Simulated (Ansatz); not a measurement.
Isolated molecules relaxed with PBE0-D4/def2-TZVP in Ansatz; ΔE leaves out vibrations. CCSD(T)/CBS is the MP2 limit (def2-TZVPP, def2-QZVPP) plus CCSD(T) − MP2 in def2-TZVPP, frozen cores. def2 core potentials past Kr. For In outer-core shells are correlated without core-valence functions, which leaves a few kJ/mol of doubt a bond. Each species was taken in one conformer, which may not be the lowest.

Reaction (substitution at a C–B bond): `CBB(C)F` + `[F][In]([F])[SH]` → `C[S][In]([F])[F]` + `CBBF`

`CBB(C)F`:

Z-matrix (Å, degrees):
```
C
B 1 1.559
H 1 1.093 2 113.9
H 1 1.104 2 103.9 3 113.8
H 1 1.091 2 116.3 3 -129.4
B 2 1.690 1 124.7 3 150.6
H 2 1.206 1 116.8 3 -34.8
F 6 1.343 2 118.7 1 -95.6
C 6 1.566 2 124.8 1 83.0
H 9 1.094 6 112.0 2 148.0
H 9 1.099 6 107.4 2 -95.2
H 9 1.092 6 114.2 2 23.0
```

`[F][In]([F])[SH]`:

Cartesian coordinates in Å:
```
F -0.283 -0.150 2.038
In -0.172 0.509 0.224
F -0.652 2.374 0.103
S 0.473 -0.832 -1.583
H 0.633 -1.902 -0.782
```

`C[S][In]([F])[F]`:

Z-matrix (Å, degrees):
```
C
S 1 1.824
H 1 1.088 2 111.7
H 1 1.088 2 111.6 3 -123.8
H 1 1.090 2 105.2 3 118.1
In 2 2.338 1 100.6 3 61.6
F 6 1.931 2 128.6 1 -180.0
F 6 1.942 2 120.2 1 0.0
```

`CBBF`:

Cartesian coordinates in Å:
```
C 0.761 0.083 1.033
B 0.334 -0.175 -0.442
B -1.248 -0.096 -1.011
F -1.799 1.039 -1.434
H 1.121 1.126 1.011
H -0.031 0.044 1.783
H 1.618 -0.510 1.362
H 1.207 -0.442 -1.229
H -1.963 -1.069 -1.071
```

```csv
species,CCSD/CBS(def2) energy (Eh)
`CBB(C)F`,-229.71399
`[F][In]([F])[SH]`,-787.83363
`C[S][In]([F])[F]`,-827.08035
`CBBF`,-190.43998
```

Question: Work out ΔE.

Answer: ΔE = (-827.08035) + (-190.43998) − (-229.71399) − (-787.83363) = 0.02729 Eh = +71.6 kJ/mol. CCSD(T)/CBS gives +70.6 kJ/mol.

Largest T1 diagnostic among the species: 0.016.
